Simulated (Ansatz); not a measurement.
A CCSD(T) single point on C₇H₂₃NSi₃, SMILES `C[SiH](C)N([SiH](C)C)[Si](C)(C)C`.

```yaml
crystal:
  periodic: [false, false, false]
  atoms:
    - {symbol: C, position_ang: [-1.427435, 0.998288, 2.707075]}
    - {symbol: Si, position_ang: [0.135689, 0.366639, 1.902767]}
    - {symbol: C, position_ang: [1.575656, 1.506338, 2.255345]}
    - {symbol: N, position_ang: [-0.081006, 0.097380, 0.192804]}
    - {symbol: Si, position_ang: [-0.300640, 1.510924, -0.791346]}
    - {symbol: C, position_ang: [1.196025, 1.880149, -1.850707]}
    - {symbol: C, position_ang: [-1.850777, 1.467382, -1.834704]}
    - {symbol: Si, position_ang: [0.105909, -1.532530, -0.408099]}
    - {symbol: C, position_ang: [-0.283318, -1.626803, -2.239284]}
    - {symbol: C, position_ang: [1.870455, -2.104113, -0.151288]}
    - {symbol: C, position_ang: [-1.075699, -2.687154, 0.472583]}
    - {symbol: H, position_ang: [-2.252301, 0.301155, 2.540405]}
    - {symbol: H, position_ang: [-1.289458, 1.108733, 3.786267]}
    - {symbol: H, position_ang: [-1.717381, 1.971172, 2.302770]}
    - {symbol: H, position_ang: [0.460749, -0.960952, 2.503682]}
    - {symbol: H, position_ang: [2.494432, 1.111165, 1.814516]}
    - {symbol: H, position_ang: [1.732166, 1.598483, 3.333856]}
    - {symbol: H, position_ang: [1.407947, 2.508510, 1.853966]}
    - {symbol: H, position_ang: [-0.454911, 2.645859, 0.169246]}
    - {symbol: H, position_ang: [1.059066, 2.817699, -2.396958]}
    - {symbol: H, position_ang: [2.087967, 1.979777, -1.227143]}
    - {symbol: H, position_ang: [1.385639, 1.092346, -2.583711]}
    - {symbol: H, position_ang: [-1.769372, 0.778602, -2.677226]}
    - {symbol: H, position_ang: [-2.714528, 1.173606, -1.233258]}
    - {symbol: H, position_ang: [-2.045818, 2.465476, -2.237769]}
    - {symbol: H, position_ang: [-0.044627, -2.636294, -2.587649]}
    - {symbol: H, position_ang: [-1.342548, -1.453793, -2.440125]}
    - {symbol: H, position_ang: [0.300057, -0.929606, -2.844426]}
    - {symbol: H, position_ang: [2.008388, -3.130422, -0.503344]}
    - {symbol: H, position_ang: [2.148233, -2.073643, 0.905283]}
    - {symbol: H, position_ang: [2.566278, -1.463274, -0.700079]}
    - {symbol: H, position_ang: [-0.883587, -2.729972, 1.546626]}
    - {symbol: H, position_ang: [-2.109730, -2.363136, 0.326022]}
    - {symbol: H, position_ang: [-0.983422, -3.702586, 0.076101]}
basis:
  gaussian: {orbitals: def2-TZVPP}
correlation: {method: ccsd_t}
output: {orbitals: {seedname: orbitals}}
```

```sh
$ ansatz run in.yaml --threads 10 --pin off --events-out ev --progress --plain --backend cuda
```

Output of Ansatz, abridged:

```
Functional definition: HF
3944 factors; integrals over basis functions are off by at most 1.2e-3 eV
mean field evaluation 1: about -32643.1389 eV, gradient 6.7e1 eV
mean field evaluation 2: about -32643.6521 eV, gradient 6.7e1 eV
mean field evaluation 4: about -32654.9122 eV, gradient 7.2e0 eV
mean field evaluation 8: about -32655.0949 eV, gradient 4.5e-1 eV
mean field -32655.09558559 eV, -1200.0526283516 hartree, gradient 1.0e-6 eV, S^2 0.000000; 0 other end points of the search recorded, 0 dependent functions left out
23 core orbitals not correlated: weight in the atoms' cores, before any rotation towards them, 1.000 or more for the frozen orbitals, at most 0.000 for the correlated occupied ones
reference -32655.09558559 eV, -1200.0526283516 hartree; 34, 34 occupied and 639, 639 virtual orbitals, 3944 factors
second order -50.10413352 eV of doubles, -0.00000000 eV of singles
cycle   1  -52.19567406 eV  change    -2.1e0 eV  update   1.4e-1
cycle   2  -53.40315689 eV  change    -1.2e0 eV  update   3.9e-2
cycle   3  -53.59929468 eV  change   -2.0e-1 eV  update   1.7e-2
cycle   4  -53.59033822 eV  change    9.0e-3 eV  update   3.8e-3
cycle   5  -53.58853247 eV  change    1.8e-3 eV  update   1.5e-3
cycle   6  -53.58862536 eV  change   -9.3e-5 eV  update   3.9e-4
cycle   7  -53.58846692 eV  change    1.6e-4 eV  update   1.5e-4
cycle   8  -53.58847757 eV  change   -1.1e-5 eV  update   4.2e-5
perturbative correction -2.14955904 eV, -0.0789948378 hartree
Total energy: -32710.83362220 eV, -1202.1009634165 hartree
```

It took 2.4 min on 10 threads of an AMD EPYC 7R13 on a shared host and a whole NVIDIA H100 80 GB, with 4.6 GiB of host memory at the peak.

MP2 recovers 89.9 % of the CCSD(T) correlation energy and the triples give 3.9 %; T1 = 0.0102.
